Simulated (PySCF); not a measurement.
B(H)(Me)(OSiH3) (CH7BOSi), SMILES CBO[SiH3].

Geometry: B3LYP-D3(BJ)/def2-SVP. This is a generated structure with no PubChem entry under its InChIKey; it may be hypothetical. The values are those of a single conformer.

Two levels are set side by side: PBE/def2-TZVP (PySCF) and B3LYP/def2-TZVP (PySCF). Same geometry, gas phase. Differences are taken from unrounded values.

```csv
quantity,PBE
orbital gap (eV),5.73
highest occupied level (eV),-6.77
lowest empty level (eV),-1.05
dipole moment (D),0.38
mean polarisability (bohr³),59.1
```

**Question.** These are the PBE values. What does B3LYP give? (The exact figures need the calculation; the answer reports its results.)

**Answer.** 
```
quantity                     B3LYP  PBE minus B3LYP
---------------------------  -----  ---------------
orbital gap (eV)              7.76            -2.04
highest occupied level (eV)  -8.02             1.25
lowest empty level (eV)      -0.26            -0.79
dipole moment (D)             0.42            -0.05
mean polarisability (bohr³)   56.6              2.5
```

Without exact exchange PBE keeps part of each electron's self-repulsion, which lifts occupied levels and narrows the gap. PBE's more diffuse valence density responds more strongly to a field. Differences between two approximate levels are no errors against the true value.

Rough cost on one machine, each run with all the roots and properties that it gave: B3LYP against PBE within a factor of 2.
